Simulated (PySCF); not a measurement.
**Question.** What does the PBE0-D3(BJ)/def2-SVP structure of 2-penten-4-olide (`O=C1C=C[C@@H](O1)C`) look like in three dimensions?

**Answer.** 
```
atom  x, y, z in Å
C1     1.957   -0.004   -0.081
C2     0.561    0.354   -0.554
C3    -0.371   -0.813   -0.685
C4    -1.424   -0.622    0.112
C5    -1.252    0.676    0.809
O6    -1.962    1.219    1.602
O7    -0.071    1.208    0.384
H8     2.463   -0.642   -0.821
H9     2.553    0.908    0.059
H10    1.908   -0.543    0.876
H11    0.623    0.897   -1.516
H12   -0.172   -1.664   -1.339
H13   -2.289   -1.263    0.273
```

Any rigid rotation of these coordinates is as good. Atoms count from 1 in this order. The 5-membered ring C2–C3–C4–C5–O7 has internal angles of 104.4° to 110.9°; it is planar, 0.00 Å rms from its mean plane, widest ring torsion 0°. The C–C distances run from 1.334 Å (C3=C4, drawn double) to 1.517 Å (C1–C2, drawn single), a spread of 0.183 Å. The C–O distances run from 1.195 Å (C5=O6, drawn double) to 1.418 Å (C2–O7, drawn single), a spread of 0.223 Å.

Bonds between heavy atoms (Å): C1–C2 1.517, C2–C3 1.499, C3=C4 1.334, C4–C5 1.484, C5=O6 1.195, C5–O7 1.362, C2–O7 1.418.

Method used: PySCF, PBE0-D3(BJ)/def2-SVP geometry optimisation, gas phase.

Point group: C1 (no symmetry element, even within 0.4 Å). No frequency check.
